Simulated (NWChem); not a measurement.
System: C6H5 cation

```xyz
11

C      0.0000     0.0000    -1.1775
C      1.2742     0.0000    -0.8116
C      1.2124     0.0000     0.6167
C      0.0000     0.0000     1.3027
C     -1.2124     0.0000     0.6167
C     -1.2742     0.0000    -0.8116
H      2.1987     0.0000    -1.3934
H      2.1795     0.0000     1.1327
H      0.0000     0.0000     2.3946
H     -2.1795     0.0000     1.1327
H     -2.1987     0.0000    -1.3934
```
Atoms are numbered in this order, from 1.

Level: PBE0/def2-SVP (NWChem), optimised geometry, unscaled harmonic frequencies. 

```csv
frequency (cm⁻¹),IR intensity (km/mol)
394,22.8
410,0.0
413,11.6
479,0.0
549,1.6
651,3.6
705,145.3
862,0.0
884,0.7
951,0.0
979,14.2
999,0.5
1008,7.8
1087,14.5
1121,24.8
1137,0.0
1196,15.3
1283,24.6
1381,39.3
1511,1.7
1512,9.9
1845,38.0
3203,37.6
3204,29.9
3247,56.1
3248,245.7
3253,32.7
```

| Quantity | Result |
|---|---|
| zero-point energy | 53.6 kcal/mol |
| thermal correction to the enthalpy at 298.15 K (with zero-point energy) | 57.2 kcal/mol |
| heat capacity Cv | 18.6 cal/(mol K) |
| entropy at 298.15 K and 1 atm (symmetry number 2) | 68.8 cal/(mol K) |

Rigid rotor and harmonic oscillator.
